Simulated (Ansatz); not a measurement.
`CC(=S)[SiH2]O` and `CC(=S)CI` differ in one atom or group.

Ansatz, PBE0-D4/def2-TZVP geometries, multiplicity 1. Each molecule was computed in one conformer, which needn't be the lowest.

Elements past krypton have def2 core potentials.

```csv
property,`CC(=S)[SiH2]O`
HOMO energy (PBE0/def2-TZVPP) / eV,-6.75
size of the dipole moment (B3LYP/def2-TZVPP) / D,2.30
HOMO energy (PBE/def2-TZVPP) / eV,-5.58
LUMO energy (ωB97M-V/def2-TZVPP) / eV,-0.49
HOMO–LUMO gap (PBE0/def2-TZVPP) / eV,4.10
LUMO energy (PBE/def2-TZVPP) / eV,-3.55
```

Task: What does the change do to each property? (Best estimate.)

Result: Computed: 
| property | `CC(=S)CI` | shift |
| --- | --- | --- |
| HOMO energy (PBE0/def2-TZVPP) / eV | -6.63 | 0.12 |
| size of the dipole moment (B3LYP/def2-TZVPP) / D | 2.19 | -0.11 |
| HOMO energy (PBE/def2-TZVPP) / eV | -5.40 | 0.18 |
| LUMO energy (ωB97M-V/def2-TZVPP) / eV | -0.60 | -0.11 |
| HOMO–LUMO gap (PBE0/def2-TZVPP) / eV | 3.97 | -0.13 |
| LUMO energy (PBE/def2-TZVPP) / eV | -3.51 | 0.04 |

The zero-point energy changes by -8.2 kJ/mol with -3 modes. Dipoles are sizes alone; their direction can turn.

B3LYP here is the variant with VWN-RPA as its local correlation; programs differ in this.

Spin–orbit coupling is left out; it splits and shifts lone-pair levels of the heavy atoms by tenths of an eV.
